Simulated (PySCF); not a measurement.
MOOH across the fourth-period p block

Level: PBE0, basis family def2-TZVP, no relativity.

Each entry is the lowest minimum that a search over a few typed start shapes (and spin states, where more than one is plausible) found, or that minimum re-optimised at the stated level; isomers with ligand–ligand bonds, or fragments after loss of a ligand pair, can lie lower. Open shells are unrestricted; no spin–orbit coupling; PySCF with density fitting.

```json
{"molecule": "GaO(OH)", "2S+1": "1", "point group": "Cs", "mean bond to the central atom (Å)": "1.695", "polar-tensor charge of the central atom": "1.06", "atomisation (kJ/mol)": "1206", "lowest ω (cm⁻¹)": "183", "highest ω (cm⁻¹)": "3888"}
{"molecule": "GeO(OH)", "2S+1": "2", "point group": "Cs", "mean bond to the central atom (Å)": "1.726", "polar-tensor charge of the central atom": "0.56", "atomisation (kJ/mol)": "1261", "lowest ω (cm⁻¹)": "185", "highest ω (cm⁻¹)": "3829"}
{"molecule": "AsO(OH)", "2S+1": "1", "point group": "Cs", "mean bond to the central atom (Å)": "1.688", "polar-tensor charge of the central atom": "1.10", "atomisation (kJ/mol)": "1292", "lowest ω (cm⁻¹)": "305", "highest ω (cm⁻¹)": "3790"}
```

Left out of the table are members whose search was unfinished or whose lowest solution was spin-contaminated, unstable, very soft or bonded differently.
